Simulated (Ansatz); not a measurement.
Start from `O[Si]1(S)CO1` and change one atom or group to get `C[Si]1(S)CO1`.

Ansatz, PBE0-D4/def2-TZVP geometries, multiplicity 1. Each molecule was computed in one conformer, which needn't be the lowest.

| property | `O[Si]1(S)CO1` |
| --- | --- |
| size of the dipole moment (PBE/def2-TZVPP) / D | 1.46 |
| LUMO energy (PBE0/def2-TZVPP) / eV | 0.13 |
| LUMO energy (ωB97M-V/def2-TZVPP) / eV | 1.75 |
| HOMO energy (PBE/def2-TZVPP) / eV | -6.09 |
| HOMO–LUMO gap (PBE0/def2-TZVPP) / eV | 7.53 |
| HOMO energy (ωB97M-V/def2-TZVPP) / eV | -9.62 |

Task: What does the change do to each property? (Estimate.)

Result: Ansatz gave: 
```
                                      property  `C[Si]1(S)CO1`  shift
size of the dipole moment (PBE/def2-TZVPP) / D            1.59   0.13
            LUMO energy (PBE0/def2-TZVPP) / eV            0.25   0.12
         LUMO energy (ωB97M-V/def2-TZVPP) / eV            2.01   0.26
             HOMO energy (PBE/def2-TZVPP) / eV           -5.90   0.19
          HOMO–LUMO gap (PBE0/def2-TZVPP) / eV            7.42  -0.11
         HOMO energy (ωB97M-V/def2-TZVPP) / eV           -9.38   0.24
```

With PBE0 the HOMO rises by 0.23 eV and the LUMO rises by 0.12 eV, so the gap narrows by about 0.11 eV. PBE moves the HOMO by 0.19 eV and ωB97M-V by 0.24 eV. Dipoles are sizes alone; their direction can turn.
